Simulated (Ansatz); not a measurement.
W3Se5, relaxed as a quintet with UKS PBE-D4/def2-SVP in Ansatz, starting from the PBE-D4/def2-SVP geometry of the neutral singlet. Force threshold 0.03 eV/Å.

In the def2 sets W takes a core potential; there is no spin–orbit coupling. The relaxation made no stability test and no search for a lower SCF solution. At PBE-D4/def2-SVP a singlet of charge 0 lies 2.47 eV below the quintet, each at its own geometry. The structure comes from a short search, and lower isomers may exist.

Start:

```xyz
8

W     1.314   -0.313   -0.808
W     0.165    0.302    1.120
W    -1.504   -0.032   -0.466
Se   -1.646    2.192    0.406
Se    1.858   -1.813    0.976
Se   -1.892   -1.436    1.433
Se   -0.389   -0.717   -2.617
Se    2.093    1.817   -0.045
```

| step | energy (eV) | largest force component (eV/Å) | SCF passes |
| --- | --- | --- | --- |
| 1 | -332148.0650 | 4.078 | 43 |
| 2 | -332148.4198 | 1.666 | 80 |
| 3 | -332148.6017 | 0.696 | 112 |
| 4 | -332148.7274 | 0.526 | 58 |
| 5 | -332148.7416 | 0.841 | 40 |
| 6 | -332148.8252 | 0.650 | 40 |
| 7 | -332148.8473 | 0.182 | 36 |
| 8 | -332148.8527 | 0.059 | 36 |
| 9 | -332148.8530 | 0.091 | 32 |
| 10 | -332148.8534 | 0.004 | 34 |

Force components are those of the run's own axes.

End:

| atom | x (Å) | y (Å) | z (Å) |
| --- | --- | --- | --- |
| W1 | 1.5875 | -0.3694 | -0.9366 |
| W2 | 0.1523 | 0.2652 | 0.9752 |
| W3 | -1.7855 | -0.0267 | -0.5120 |
| Se4 | -1.5929 | 2.1698 | 0.4560 |
| Se5 | 1.7973 | -1.7699 | 1.0189 |
| Se6 | -1.8292 | -1.4003 | 1.4657 |
| Se7 | -0.3634 | -0.6756 | -2.4757 |
| Se8 | 2.0337 | 1.8070 | 0.0086 |

By distances, no bond broke or formed. The bond that changes most is W2–Se8, from 2.71 to 2.62 Å (atoms count from 1).

No frequencies were taken in this run, so the end may be a saddle point.

Run time 4.5 min (4 threads of Arm Neoverse V1 on a shared host), peak host memory 0.84 GiB.
